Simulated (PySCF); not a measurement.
These are PySCF with PBE-D3(BJ)/def2-TZVP // PBE0-D4/def2-TZVP values and carry that method's errors. Gas-phase values, no solvent. Excitations are Tamm–Dancoff values on a coarser integration grid. The basis has no diffuse functions, so Rydberg states are missing or too high.

Reference species (SMILES): `BrB(Br)Br` (neutral, multiplicity 1).

```yaml
S1 oscillator strength: 0.000
S1–T1 gap (TDA): 0.17 eV
```

Changed species: `BBr` (2 of 3 Br replaced by H; the reference has 0 of 3 Br replaced by H).

Q: Give the shifts of the S1 oscillator strength and S1–T1 gap (TDA).

A: the S1 oscillator strength hardly moves; the S1–T1 gap (TDA) rises by 0.15 eV, to 0.32 eV.
